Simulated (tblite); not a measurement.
C₆H₈NSi (doublet state).
Structure used (GFN2-xTB), in Å, numbered top down from 1:
```
atom  x, y, z in Å
C1    -3.2603    1.5031   -0.3382
C2    -2.0833    1.3141   -0.4213
C3    -0.6352    1.0881   -0.4870
C4    -0.3153   -0.3983   -0.3504
C5    -0.7259   -0.9171    1.0256
Si6    1.5474   -0.7152   -0.6858
C7     2.4637    0.3808    0.5195
N8     3.0037    1.0650    1.2628
H9    -0.2867    1.4816   -1.4462
H10   -0.1652    1.6587    0.3188
H11   -0.8934   -0.9419   -1.1068
H12   -0.1556   -0.4244    1.8116
H13   -0.5643   -1.9904    1.1036
H14   -1.7826   -0.7157    1.1961
H15    1.9346   -0.2802   -2.0291
H16    1.9108   -2.0994   -0.3847
```

Computed with GFN2-xTB (tblite): harmonic, unscaled wavenumbers at the GFN2-xTB geometry, gas phase. The method is semi-empirical: single wavenumbers can be off by several per cent or more. Modes of hydrogen on silicon can be 10 to 20 % off. One conformer, not necessarily the lowest. Open shells enter through the occupations alone, without spin polarisation, and single modes of such species can be off by tens of per cent.

Harmonic wavenumbers (cm⁻¹): 37.5, 58.9, 90.7, 121.9, 184.7, 214.4, 228.9, 261.3, 266.1, 305.3, 371.6, 410.4, 491.0, 558.8, 611.7, 653.8, 737.5, 748.7, 857.5, 918.5, 971.5, 1008.0, 1066.3, 1116.4, 1164.9, 1215.5, 1274.8, 1310.0, 1418.4, 1435.8, 1496.7, 1504.9, 2266.0, 2278.3, 2302.4, 2352.7, 2919.0, 2943.9, 2958.1, 3018.5, 3023.4, 3031.4.

A = 3039, B = 927.0, C = 858.1 MHz; mass 122.043 u (most abundant isotopes); point group C1, symmetry number 1; spin multiplicity 2.

**Question.** What is the zero-point energy?

**Answer.** ½Σν̃ = 25103 cm⁻¹ = 300.30 kJ/mol.

**Question.** What is S at 350 K and 1 bar for an ideal gas of classical rigid rotors and harmonic oscillators?

**Answer.** Translation 172.11, rotation 124.49, vibration 159.02, spin (R ln 2) 5.76: S = 461.4 J/(mol K).

**Question.** And Cp and H(350 K) − H(0)?

**Answer.** Cp = 178.15 J/(mol K), of which vibrations give 144.89 (their classical limit is 42 R = 349.2); H(350 K) − H(0) = 39.66 kJ/mol without the zero-point energy, 28.02 from vibrations.

**Question.** Blend soft modes into free rotors: weight 1/[1 + (100 cm⁻¹/ν̃)⁴] for the oscillator and the rest for a rotor with moment μB/(μ + B), μ = h/(8π²ν), B = 10⁻⁴⁴ kg m². What vibrational entropy results?

**Answer.** 144.38 J/(mol K) in place of 159.02, which changes −T·S at 350 K by +5.13 kJ/mol.

**Question.** Which modes carry the vibrational entropy at 350 K?

**Answer.** 37.5 cm⁻¹: 23.87; 58.9 cm⁻¹: 20.13; 90.7 cm⁻¹: 16.57; 121.9 cm⁻¹: 14.15; 184.7 cm⁻¹: 10.80; 214.4 cm⁻¹: 9.63 J/(mol K); the other 36 give 63.89 together.

Hindered rotation and anharmonicity are outside this model. Other conformers, if any are populated, would add a mixing term that is left out. The structure is chiral; the term R ln 2 for an equal mix with its mirror image is left out.
